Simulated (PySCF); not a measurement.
H₁₂AlO₆ (cation, charge +3), singlet at its GFN2-xTB optimised geometry (Å):

```
19

Al     0.0000     0.0000     0.0000
O     -1.8945    -0.0001     0.0000
H     -2.4851     0.0080    -0.7703
H     -2.4847    -0.0082     0.7706
O      1.8945     0.0000     0.0000
H      2.4848    -0.0080    -0.7705
H      2.4851     0.0080     0.7703
O      0.0000     1.8945     0.0000
H     -0.7702     2.4851    -0.0178
H      0.7704     2.4848     0.0178
O      0.0001     0.0000     1.8945
H      0.0242    -0.7701     2.4850
H     -0.0242     0.7701     2.4849
O      0.0000     0.0000    -1.8945
H      0.0235     0.7701    -2.4849
H     -0.0235    -0.7701    -2.4849
O      0.0000    -1.8946     0.0000
H     -0.7702    -2.4851     0.0162
H      0.7704    -2.4849    -0.0162
```

Level of theory: B3LYP/def2-SVP (PySCF).

Map of the Laplacian of the electron density (e/bohr⁵), clipped to [-1.50, 1.50] on the plane z = 0.8 Å:

```
|77777777777777777777777777777|
|77777777777777777777777777777|
|77777777777777777777777777777|
|77777777777777777777777777777|
|77777777777777777777777777777|
|77777777777778887777777777777|
|77777777777788888877777777777|
|77777777777889998877777777777|
|77777777777889998877777777777|
|77777777777889998877777777777|
|77777777777788888777777777777|
|77777778887788888778887777777|
|77777888888888888888888877777|
|77777878998888988889987877777|
|77778805998889998889950887777|
|77777878998888988889987877777|
|77777888888888888888888877777|
|77777778887788888778887777777|
|77777777777788888777777777777|
|77777777777889998877777777777|
|77777777777889998877777777777|
|77777777777889998877777777777|
|77777777777888888777777777777|
|77777777777778887777777777777|
|77777777777777777777777777777|
|77777777777777777777777777777|
|77777777777777777777777777777|
|77777777777777777777777777777|
|77777777777777777777777777777|
```
Scale: ten equal steps from -1.50 (start of '0') to 0.423 (end of '9'), in the order '0123456789'; x runs from -4.50 to 4.50, y from -4.50 (bottom) to 4.50 (top).
